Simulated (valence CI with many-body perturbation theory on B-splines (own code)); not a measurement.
Results of a calculation; reference values are marked as such.
**Cd⁴⁰⁺: input, log and results**

Level of theory: configuration interaction combined with many-body perturbation theory (CI+MBPT): six valence electrons over a frozen Dirac-Fock core [He], radial functions for each j: 9 s, 9 p, 8 d, 6 f, 3 g, 1 h, with the one-electron correlation potential Σ1 (screened to all orders), the two-electron term Σ2, the three-electron term Σ3, Breit, model QED; selected single and double excitations, second order for the rest, scaled by the run's own slope (own B-spline code, finite nucleus).

Command, and the settings that its task file holds:

```sh
python run_cv.py task.json out
```

```
atom Cd  Z=48  mass_number=114  rms_radius_fm=4.6087
core [He]
valence 2s2 2p4
avg = 1
basis = M
breit = 1
cap = 60000
capref = 1200
cscale = 1
de = 0.0
dress = 0
eps = 2e-08
extrap = 1
h = 0.27
hh = 1
l2 = 3
lcore = 6
maxit = 60
n2 = 5
natural = 1
nlev = 35
nno = [5, 5, 5, 4, 2, 1]
nroot = 26
nsp = [4, 4, 3, 2, 1, 0]
pt2 = 1
qed = 1
rpa = 1
s1 = 1
s2 = 1
s3 = 1
screen = 1
tol = 2e-05
whole = 1
```

It took 6.6 min on 1 thread of Intel(R) Xeon(R) Processor @ 2.30GHz, on a shared host.

Log. The first blocks belong to the next ion, which gives the ionisation energy. Fields: 2J, parity (1 odd), roots, reference size, generating configurations, candidates as configurations/state functions, variational space P, stored matrix elements, Davidson steps; e2 is the range of second-order energies in hartree. The first line gives the box (bohr), its intervals, the orbitals and the steps of their self-consistent field. Window is the range of levels sought, series limit the energy at which the first omitted orbital would enter, core excitation an estimate of the first excitation out of the core, left out the lowest levels not solved, and shifts from estimates the range by which levels moved from their first estimate, all in cm⁻¹.

```
rmax 2.1 intervals 56 orbitals 63 references ['2s2 2p4', '2s 2p5', '2p6'] scf 4 t 0.4
2J=3 par=1 roots 2 ref 68 generators 4 cand 7029/27937 P 1606/6000 nnz 5.2e+06 it 5
2J=3 par=1 roots 2 ref 68 generators 5 cand 9061/57972 P 3879/16975 nnz 3.7e+07 it 5
   second order: generators 12 cand 20114/150301 e2 -0.00007 -0.00007
reference levels 516, estimated 416, window 30119401 1/cm; series limit 42610758, core excitation 187624265
2J=4 par=0 roots 12 ref 74 generators 13 cand 26519/244009 P 2215/11997 nnz 1e+07 it 7
2J=4 par=0 roots 12 ref 74 generators 19 cand 37579/474593 P 7386/59990 nnz 1.8e+08 it 9
   second order: generators 39 cand 87099/1452663 e2 -0.00541 -0.00133
2J=0 par=0 roots 8 ref 30 generators 14 cand 25283/87194 P 4951/12000 nnz 7e+06 it 5
2J=0 par=0 roots 8 ref 30 generators 18 cand 30991/117266 P 14353/45357 nnz 8.7e+07 it 6
   second order: generators 33 cand 58356/275848 e2 -0.00020 -0.00002
2J=2 par=0 roots 11 ref 66 generators 14 cand 25065/175094 P 2411/11992 nnz 9.2e+06 it 8
2J=2 par=0 roots 11 ref 66 generators 20 cand 39420/375123 P 8604/59995 nnz 1.8e+08 it 9
   second order: generators 32 cand 67311/893828 e2 -0.00258 -0.00079
2J=4 par=1 roots 15 ref 73 generators 19 cand 37880/442504 P 2137/11984 nnz 1e+07 it 8
2J=4 par=1 roots 15 ref 73 generators 21 cand 40111/495130 P 7059/59999 nnz 1.7e+08 it 8
   second order: generators 42 cand 85216/1737602 e2 -0.01183 -0.00589
2J=2 par=1 roots 14 ref 68 generators 21 cand 36479/313977 P 2631/11987 nnz 9.3e+06 it 10
2J=2 par=1 roots 14 ref 68 generators 21 cand 34806/305695 P 8952/59998 nnz 1.6e+08 it 8
   second order: generators 40 cand 73596/1079479 e2 -0.01916 -0.00171
2J=0 par=1 roots 6 ref 27 generators 13 cand 29058/105906 P 4470/11998 nnz 7.3e+06 it 5
2J=0 par=1 roots 6 ref 27 generators 13 cand 25760/96435 P 15527/54961 nnz 1.2e+08 it 6
   second order: generators 23 cand 45424/279425 e2 -0.00015 -0.00002
2J=6 par=0 roots 6 ref 51 generators 7 cand 23299/247236 P 1987/11998 nnz 1.1e+07 it 5
2J=6 par=0 roots 6 ref 51 generators 12 cand 32504/445571 P 6608/59999 nnz 2.1e+08 it 7
   second order: generators 23 cand 58155/1202091 e2 -0.00379 -0.00234
2J=6 par=1 roots 10 ref 53 generators 14 cand 35554/469926 P 2099/11998 nnz 1e+07 it 5
2J=6 par=1 roots 10 ref 53 generators 14 cand 34189/461127 P 6404/59963 nnz 1.9e+08 it 7
   second order: generators 36 cand 91253/2141920 e2 -0.01924 -0.00737
2J=8 par=1 roots 5 ref 28 generators 7 cand 22890/330006 P 2007/11997 nnz 1.2e+07 it 5
2J=8 par=1 roots 5 ref 28 generators 7 cand 21492/320531 P 5720/57842 nnz 2.2e+08 it 7
   second order: generators 17 cand 53167/1434502 e2 -0.00633 -0.00299
2J=8 par=0 roots 2 ref 25 generators 5 cand 20702/314815 P 1869/11944 nnz 1.2e+07 it 5
2J=8 par=0 roots 2 ref 25 generators 5 cand 19411/305395 P 5327/55625 nnz 2.1e+08 it 5
   second order: generators 9 cand 32368/757352 e2 -0.00522 -0.00226
2J=10 par=1 roots 2 ref 9 generators 2 cand 11103/196683 P 1762/11977 nnz 1.2e+07 it 5
2J=10 par=1 roots 2 ref 9 generators 3 cand 15861/379948 P 4912/57752 nnz 2.8e+08 it 5
   second order: generators 10 cand 40382/1240899 e2 -0.00070 -0.00067
2J=10 par=0 roots 1 ref 9 generators 2 cand 8917/120184 P 1530/12000 nnz 2e+07 it 5
2J=10 par=0 roots 1 ref 9 generators 2 cand 7977/110691 P 3821/42277 nnz 2.3e+08 it 5
   second order: generators 6 cand 25326/533469 e2 -0.00048 -0.00048
left out: unestimated 41113365, estimated 31833630, shifts from estimates -243 to 177
operators 0.1
```

The Davidson iterations converged.

The last digits are not significant, and no measured levels were compared; by estimate large intervals hold to a few tenths of a per cent, small ones and those within an open d or f shell to about a per cent. Among the levels kept, up to 2200 cm⁻¹ of a level comes from second order outside the variational space, and about a tenth of that is noise between levels of different J, which matters for small intervals.

```
Valence energy                            : -1533.734 hartree
Ionisation energy                         : 6253.8 eV (NIST: 6257 ± 12 eV (semi-empirical))
Reference configurations for the orbitals : 2s2 2p4, 2s 2p5, 2p6
Radial orbitals                           : 63
Box radius                                : 2.056 bohr
Largest variational space                 : 59999
Lowest levels                             : (2s^2 2p1/2^2 2p3/2^2) J=2 0.00, (2s^2 2p1/2^2 2p3/2^2) J=0 2.34, (2s^2 2p1/2 2p3/2^3) J=1 14.43, (2s^2 2p1/2 2p3/2^3) J=2 15.57, (2s 2p1/2^2 2p3/2^3) J=2 30.82, (2s^2 2p3/2^4) J=0 30.86, (2s 2p1/2^2 2p3/2^3) J=1 34.04, (2s 2p1/2 2p3/2^4) J=0 45.75, (2s 2p1/2 2p3/2^4) J=1 47.99, (2p1/2^2 2p3/2^4) J=0 67.08, (2s^2 2p1/2^2 2p3/2 3s) J=2 253.28, (2s^2 2p1/2^2 2p3/2 3s) J=1 253.73, (2s^2 2p1/2^2 2p3/2 3p1/2) J=1 258.05, (2s^2 2p1/2^2 2p3/2 3p1/2) J=2 258.18 Ry
```

Levels are named by their leading jj configuration (3d3/2^4 stands for four electrons in 3d with j = 3/2), which in mixed levels can hold well under half, so a name can repeat and another be missing.
